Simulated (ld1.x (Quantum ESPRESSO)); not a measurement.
LDA (PZ) ultrasoft dataset for gadolinium (Gd), fully relativistic all-electron reference.

Gd (Z = 64), ultrasoft, made with ld1.x (Quantum ESPRESSO) 7.5 (LDA (PZ), fully relativistic). Core [Xe] 4f7, reference 5d1 6s0 6p0 (charge +2). Waves: 6s (bound, empty): rcut 2.75, rcutus 3.05 bohr; 6s channel at -0.65 Ry: rcut 2.75, rcutus 3.05 bohr; 6p (bound, empty): rcut 3.00, rcutus 3.90 bohr; 6p channel at 1.3 Ry: rcut 3.00, rcutus 3.90 bohr; 5d (bound): rcut 2.10, rcutus 2.75 bohr; 5d channel at -0.45 Ry: rcut 2.10, rcutus 2.75 bohr. Local part: all-electron potential smoothed inside 2.95 bohr (lloc = -2). Core correction: a·sin(br)/r model core inside 1.25 bohr. Augmentation charge: built from norm-conserving waves at rcut, not smoothed further.

Open shells are filled in proportion to 2j + 1 (rel_dist='average').

All-electron outer shells of the reference configuration (LDA (PZ), scalar-relativistic, ld1.x):

```
shell  level (eV)  outermost node (bohr)  outermost maximum (bohr)
   4f      -22.79                      –                      0.56
   5d      -15.41                   0.79                      1.90
   6s      -15.21                   1.58                      3.02
   6p      -10.73                   1.87                      3.68
```

(1) Estimate the cutoffs (Ry, on a coarse ladder) from which the occupation-weighted sum of valence levels, in a spherical-Bessel basis at the reference potential, stays within 10 and 1 mRy of its value at 400 Ry.

(2) What does a ghost test show?

(3) Is the overlap operator S = 1 + Σ q|β⟩⟨β| positive definite (Bessel basis up to 400 Ry)?

## Answers

(1) 10 Ry and 15 Ry.

(2) No extra level below or beside the all-electron valence levels (s, p1/2, p3/2, d3/2, d5/2, f tested).

(3) Yes: its lowest eigenvalue is 0.26 (s channel).

Test run stopped at test 1 of 7 (negative rho).
